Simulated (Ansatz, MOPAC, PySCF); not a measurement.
Dissociation curve of NH (anion, charge -1), lowest doublet found (which spin is the ground state isn't settled by this scan).

Levels of theory: UKS-B3LYP/6-31G* = unrestricted B3LYP/6-31G*, spherical d (PySCF); UHF/LANL2DZ = PySCF with unrestricted Hartree-Fock/LANL2DZ; AM1, unrestricted, heats of formation (MOPAC); FCI = full CI/aug-cc-pVDZ, frozen core (Ansatz, a program for electronic structure).

Energies relative to the lowest point of each curve between 0.89 and 1.27 Å, where full CI is lowest, in kcal/mol; the last columns give the difference from FCI:

| R / Å | UKS-B3LYP/6-31G* | UHF/LANL2DZ | AM1 | FCI | UKS-B3LYP/6-31G* − FCI | UHF/LANL2DZ − FCI | AM1 − FCI |
|---|---|---|---|---|---|---|---|
| 0.74 | 86.3 | 87.5 | 43.5 | 86.5 | -0.3 | 1.0 | -43.0 |
| 0.80 | 48.5 | 48.7 | 23.2 | 48.0 | 0.5 | 0.7 | -24.8 |
| 0.84 | 31.5 | 31.3 | 13.7 | 30.7 | 0.8 | 0.6 | -17.0 |
| 0.89 | 16.9 | 16.3 | 5.7 | 15.9 | 1.0 | 0.4 | -10.2 |
| 0.92 | 10.8 | 10.2 | 2.7 | 9.9 | 1.0 | 0.4 | -7.2 |
| 0.96 | 5.3 | 4.7 | 0.4 | 4.4 | 0.8 | 0.3 | -4.0 |
| 1.01 | 1.4 | 1.0 | 0.0 | 0.9 | 0.5 | 0.2 | -0.9 |
| 1.03 | 0.6 | 0.3 | 0.4 | 0.2 | 0.4 | 0.1 | 0.2 |
| 1.07 | 0.0 | 0.0 | 2.2 | 0.0 | 0.0 | 0.0 | 2.2 |
| 1.11 | 0.5 | 0.8 | 4.9 | 0.9 | -0.4 | -0.1 | 4.0 |
| 1.16 | 2.1 | 2.9 | 9.4 | 3.2 | -1.1 | -0.3 | 6.2 |
| 1.22 | 5.3 | 6.5 | 15.8 | 7.1 | -1.8 | -0.6 | 8.7 |
| 1.27 | 8.4 | 10.1 | 21.7 | 10.9 | -2.5 | -0.9 | 10.7 |
| 1.37 | 15.6 | 17.7 | 34.2 | 19.4 | -3.8 | -1.7 | 14.8 |
| 1.49 | 24.7 | 25.9 | 49.2 | 29.7 | -5.0 | -3.8 | 19.6 |
| 1.63 | 34.8 | 32.9 | 64.5 | 40.7 | -5.9 | -7.8 | 23.8 |
| 1.82 | 46.4 | 39.3 | 78.4 | 53.1 | -6.7 | -13.8 | 25.3 |
| 2.02 | 54.3 | 43.6 | 86.8 | 63.2 | -8.9 | -19.6 | 23.6 |
| 2.25 | 59.3 | 46.6 | 91.5 | 71.5 | -12.2 | -24.9 | 20.0 |
| 2.54 | 62.1 | 48.7 | 93.5 | — | — | — | — |
| 2.95 | 63.6 | 49.9 | 94.4 | — | — | — | — |
| 3.49 | 65.2 | 50.5 | 94.7 | — | — | — | — |

UKS-B3LYP/6-31G* is furthest from FCI at 2.25 (-12.2 kcal/mol, below); its mean absolute difference over the points is 2.8 kcal/mol.

UHF/LANL2DZ is furthest from FCI at 2.25 (-24.9 kcal/mol, below); its mean absolute difference over the points is 4.1 kcal/mol.

AM1 is furthest from FCI at 0.74 (-43.0 kcal/mol, below); its mean absolute difference over the points is 14.0 kcal/mol.

A dash means that the run gave no value there, or that the column was ended at a point which the program doubted or which failed a test of continuity chosen for this set; such a test can also cut sound points.

The unrestricted determinant behind UKS-B3LYP/6-31G* is spin-contaminated at 1.82 to 3.49 Å (<S²> up to 1.8, against 0.75 for a pure doublet). Where the anion isn't bound against loss of the electron, the finite basis alone holds it. The unrestricted determinant behind UHF/LANL2DZ is spin-contaminated at 1.49 to 3.49 Å (<S²> up to 1.8, against 0.75 for a pure doublet). Also computed but left out beside FCI, since their determinant holds another spin at the minimum (<S²> over 0.7 above the pure value): UHF, UMP2, UCCSD, UCCSD(T), UCCSDT, UCCSDT(Q).
